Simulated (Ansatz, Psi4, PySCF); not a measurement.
System: nitrogen atom, N, charge 0, multiplicity 4.

Wanted: ionisation energy to the triplet, in eV. Terms: open shells spin-unrestricted; each state is the SCF solution reached for its charge and spin; 6-311+G** with 5d; spin-orbit terms left out; 6-31G* and kin with 6d, 5d where marked; frozen cores in correlated levels; non-relativistic. CBS(X,Y): correlation extrapolated as X^-3; Hartree-Fock from the larger set.

Measured values: NIST ASD by pymatgen's periodic table; they hold spin-orbit and core effects. 

Value to compare with, the measured value: 14.53 eV.

| level | program | ionisation energy to the triplet (eV) | error |
|---|---|---|---|
| HF/6-31G* | Ansatz | 13.97 | -0.56 |
| HF/6-311+G** | Ansatz | 13.93 | -0.60 |
| PBE/6-31G* | Ansatz | 14.70 | 0.17 |
| PBE/6-311+G** | Ansatz | 14.74 | 0.21 |
| B3LYP/STO-3G | Ansatz | 13.43 | -1.10 |
| B3LYP/3-21G | Ansatz | 14.51 | -0.02 |
| B3LYP/6-31G* | Ansatz | 14.66 | 0.13 |
| B3LYP/6-311+G** | Ansatz | 14.68 | 0.15 |
| M06-2X/6-31G* (5d) | PySCF | 14.56 | 0.03 |
| wB97X-D/6-31G* | Psi4 | 14.65 | 0.12 |
| MP2/6-31G* | Ansatz | 14.42 | -0.11 |
| MP2/6-311+G** | Ansatz | 14.42 | -0.11 |
| PBE/def2-TZVPD | Ansatz | 14.72 | 0.19 |
| M06-2X/def2-TZVPD | PySCF | 14.53 | 0.00 |
| wB97M-V/def2-TZVPD | Ansatz | 14.52 | -0.01 |
| CCSD(T)/CBS(aug-cc-pVTZ,aug-cc-pVQZ) | Ansatz | 14.52 | -0.01 |

Among the 12 habitual levels, B3LYP/STO-3G lies farthest from the measured value (-1.10 eV); 6 of 12 lie above it, and their mean absolute error is 0.28 eV, the median 0.14. One case shows no general order.

The levels are drawn from those run, B3LYP/6-31G* more often than the rest, none by its result; runs whose electronic state is in doubt are left out.

Ansatz is an electronic-structure program.
